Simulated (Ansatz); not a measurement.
Compare A (`C=C[CH2][GeH3]`) with its isomer B (`C[CH]1[CH2][GeH2]1`).

Computed with Ansatz on PBE0-D4/def2-TZVP structures; ΔE is electronic, products minus reactants. CCSD(T)/CBS adds triple-zeta CCSD(T) − MP2 to the extrapolated MP2 energy (def2 sets, frozen cores). DFT in def2-TZVPP. B3LYP here is the variant with VWN-RPA as its local correlation; programs differ in this. For Ge outer-core shells are correlated without core-valence functions, which leaves a few kJ/mol of doubt a bond. Scalar relativity is left out up to krypton. Each species was taken in one conformer, which may not be the lowest.

Question: Which is lower in electronic energy at CCSD(T)/CBS, and by how much? (Estimate.)

Answer: Ansatz gave: A, by 9.9 kcal/mol.

Question: Give E(B) − E(A) in kcal/mol with CCSD/def2-TZVPP, ωB97M-V, B3LYP-D4, MP2/def2-TZVPP, r2SCAN-D4, HF/def2-TZVPP, PBE-D4. (An estimate is asked.)

Answer: Ansatz gave: CCSD/def2-TZVPP 12.0, ωB97M-V 10.9, B3LYP-D4 13.8, MP2/def2-TZVPP 8.3, r2SCAN-D4 9.7, HF/def2-TZVPP 19.9, PBE-D4 8.8. None reverses the order clearly.

Largest T1 diagnostic: 0.011.

In def2-TZVPP, CCSD(T) changes the Hartree–Fock value by −8.7 kcal/mol (the triples alone add −0.8 kcal/mol) and MP2 by −11.6 kcal/mol.
